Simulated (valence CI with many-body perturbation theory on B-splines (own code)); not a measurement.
# Questions on Sr³²⁺

Level of theory: configuration interaction combined with many-body perturbation theory (CI+MBPT): four valence electrons over a frozen Dirac-Fock core [He], a basis of 9 s, 9 p, 8 d, 6 f, 3 g, 1 h functions for each j, with the one-electron correlation potential Σ1, the two-electron term Σ2, the three-electron term Σ3, Breit, model QED; selected CI, second order for the rest, scaled by the run's own slope (own B-spline code, finite nucleus).

No measured spectrum was set against this ion. As an estimate, large intervals hold to a few tenths of a per cent, small ones and those within an open d or f shell to about a per cent. Among the levels kept, up to 890 cm⁻¹ of a level comes from second order outside the variational space, and about a tenth of that is noise between levels of different J, which matters for small intervals.

Levels are named by their leading jj configuration (3d3/2^4 stands for four electrons in 3d with j = 3/2), which in mixed levels can hold well under half, so a name can repeat and another be missing.

Rates and lifetimes use the calculated energies. Strong lines usually hold to 10 to 20 %, long lifetimes can be off by a factor of two.

Question: What is the ground level?

Answer: (2s^2 2p1/2^2) J=0, composition 77 % 2s2 2p2 3P + 22 % 2s2 2p2 1S.

Question: Name the longest-lived excited levels whose lifetime is computed, and their main decay.

Answer: (2s^2 2p1/2 2p3/2) J=2 at 5.51 Ry lives 201 μs, mostly by M1 to (2s^2 2p1/2 2p3/2) J=1; (2s^2 2p1/2 2p3/2) J=1 at 4.71 Ry lives 522 ns, mostly by M1 to (2s^2 2p1/2^2) J=0; (2s^2 2p3/2^2) J=2 at 10.79 Ry lives 245 ns, mostly by M1 to (2s^2 2p1/2 2p3/2) J=1.

Question: What are the static dipole polarisabilities of the lowest levels?

Answer: (2s^2 2p1/2^2) J=0 0.00233; (2s^2 2p1/2 2p3/2) J=1 0.00272 (tensor 0.00015); (2s^2 2p1/2 2p3/2) J=2 0.00257 (tensor 0.00031) bohr³, of which the core gives 4.14e-06.

Question: Where does the other parity begin?

Answer: At (2s 2p1/2^2 2p3/2) J=2, 12.53 Ry.

Question: Among levels below 182.43 Ry, which E1 lines absorb most strongly from the ground level?

Answer: to (2s^2 2p1/2 3d3/2) J=1 at 0.5195 nm, f = 1.38; to (2s 2p1/2^2 3p3/2) J=1 at 0.5075 nm, f = 0.400; to (2s 2p1/2^2 2p3/2) J=1 at 5.742 nm, f = 0.118.

Question: What is the ionisation energy?

Answer: 4060.2 eV; NIST lists 4053 ± 4 eV (semi-empirical).

Question: How well does LS coupling describe the low levels?

Answer: Among the lowest 20 levels the leading LS term, summed over configurations, holds 67 % on average. For single configurations the figures are 67 % in LS and 93 % in jj coupling. Terms mix most in the J = 1 level at 22.55 Ry, where the leading one holds 42 %.
